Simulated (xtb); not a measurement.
disilazane (H7NSi2), singlet, at a GFN2-xTB geometry; GFN0-xTB run with xtb.

xtb was given this input:
```
$ xtb mol.xyz --gfn 0 --grad --json

# file mol.xyz
10

Si     1.49303295    -0.29467355     0.37775681
N      0.07177708    -0.11245754    -0.59500001
Si    -1.52266963     0.35803387    -0.10940318
H      2.60085977    -0.44841929    -0.56612732
H      1.61644865     0.91435503     1.18804151
H      1.41022821    -1.47096761     1.25316965
H      0.11743383    -0.57014488    -1.49085173
H     -2.18929653    -0.69189990     0.67169837
H     -2.25767966     0.60314487    -1.35098125
H     -1.38552039     1.56409001     0.70310006
```

What the program printed (banner, timings and long lists left out):

```
   ID    Z sym.   atoms
    1   14 Si     1, 3
    2    7 N      2
    3    1 H      4-10

           -------------------------------------------------
          |                Calculation Setup                |
           -------------------------------------------------

           -------------------------------------------------
          |                 G F N 0 - x T B                 |
           -------------------------------------------------

          ...................................................
          :                      SETUP                      :
          :.................................................:
          :  # basis functions                  38          :
          :  # atomic orbitals                  36          :
          :  # shells                           22          :
          :  # electrons                        20          :
          :  electronic temp.          300.0000000     K    :
          :  accuracy                    1.0000000          :
          :  -> integral cutoff          0.2500000E+02      :
          :  -> integral neglect         0.1000000E-07      :
          ...................................................

         :::::::::::::::::::::::::::::::::::::::::::::::::::::
         ::                     SUMMARY                     ::
         :::::::::::::::::::::::::::::::::::::::::::::::::::::
         :: total energy             -10.554095061759 Eh    ::
         :: gradient norm              0.022015924121 Eh/a0 ::
         :: HOMO-LUMO gap              5.808406183301 eV    ::
         ::.................................................::
         :: H0 energy                -10.507327484756 Eh    ::
         :: repulsion energy           0.116188291244 Eh    ::
         :: electrostat energy        -0.160696412482 Eh    ::
         :: -> Gsolv                   0.000000000000 Eh    ::
         ::    -> Gsasa                0.000000000000 Eh    ::
         ::    -> Gshift               0.000000000000 Eh    ::
         :: dispersion energy         -0.002259455765 Eh    ::
         :: short-range corr.          0.000000000000 Eh    ::
         :: add. restraining           0.000000000000 Eh    ::
         :: total charge              -0.000000000000 e     ::
         :::::::::::::::::::::::::::::::::::::::::::::::::::::

           -------------------------------------------------
          |                Property Printout                |
           -------------------------------------------------

    * Orbital Energies and Occupations

         #    Occupation            Energy/Eh            Energy/eV
      -------------------------------------------------------------
         1        2.0000           -0.6825174             -18.5722
         2        2.0000           -0.6124733             -16.6662
         3        2.0000           -0.5975741             -16.2608
         4        2.0000           -0.5258770             -14.3098
         5        2.0000           -0.4834790             -13.1561
         6        2.0000           -0.4808578             -13.0848
         7        2.0000           -0.4738280             -12.8935
         8        2.0000           -0.4734101             -12.8821
         9        2.0000           -0.4726166             -12.8606
        10        2.0000           -0.4510304             -12.2732 (HOMO)
        11                         -0.2375754              -6.4648 (LUMO)
        12                         -0.2279772              -6.2036
        13                         -0.2258071              -6.1445
        14                         -0.2188800              -5.9560
        15                         -0.2115949              -5.7578
        16                         -0.1958056              -5.3281
        17                         -0.1570363              -4.2732
        18                         -0.1078793              -2.9355
        19                         -0.1034322              -2.8145
        20                         -0.1004817              -2.7342
        21                         -0.0954175              -2.5964
       ...                                ...                  ...
        36                          1.2528727              34.0924
      -------------------------------------------------------------
                  HL-Gap            0.2134550 Eh            5.8084 eV
             Fermi-level            0.0000000 Eh            0.0000 eV

     #   Z          covCN         q      C6AA      α(0)
     1  14 Si       3.664     0.661   132.215    21.270
     2   7 N        2.500    -1.182    61.206    11.709
     3  14 Si       3.664     0.661   132.215    21.270
     4   1 H        0.918    -0.092     5.295     3.599
     5   1 H        0.919    -0.084     5.042     3.512
     6   1 H        0.917    -0.096     5.434     3.646
     7   1 H        0.862     0.406     0.469     1.073
     8   1 H        0.917    -0.096     5.434     3.646
     9   1 H        0.918    -0.092     5.295     3.599
    10   1 H        0.919    -0.084     5.042     3.512

 Mol. C6AA /au·bohr⁶  :       2028.226166
 Mol. C8AA /au·bohr⁸  :      78520.417861
 Mol. α(0) /au        :         76.834852

Wiberg/Mayer (AO) data.
largest (>0.10) Wiberg bond orders for each atom

 ---------------------------------------------------------------------------
     #   Z sym  total        # sym  WBO       # sym  WBO       # sym  WBO
 ---------------------------------------------------------------------------
     1  14 Si   3.767 --     2 N    0.991     4 H    0.897     6 H    0.895
                             5 H    0.894
     2   7 N    2.962 --     1 Si   0.991     3 Si   0.991     7 H    0.939
     3  14 Si   3.767 --     2 N    0.991     9 H    0.897     8 H    0.895
                            10 H    0.894
     4   1 H    0.907 --     1 Si   0.897
     5   1 H    0.909 --     1 Si   0.894
     6   1 H    0.908 --     1 Si   0.895
     7   1 H    0.967 --     2 N    0.939
     8   1 H    0.908 --     3 Si   0.895
     9   1 H    0.907 --     3 Si   0.897
    10   1 H    0.909 --     3 Si   0.894
 ---------------------------------------------------------------------------

Topologies differ in total number of bonds
Writing topology from bond orders to xtbtopo.mol

 dipole moment from electron density (au)
     X       Y       Z
  -0.0296  -0.2914  -0.2072  total (Debye):    0.912

           -------------------------------------------------
          | TOTAL ENERGY              -10.554095061759 Eh   |
          | GRADIENT NORM               0.022015924121 Eh/α |
          | HOMO-LUMO GAP               5.808406183301 eV   |
           -------------------------------------------------

normal termination of xtb
```
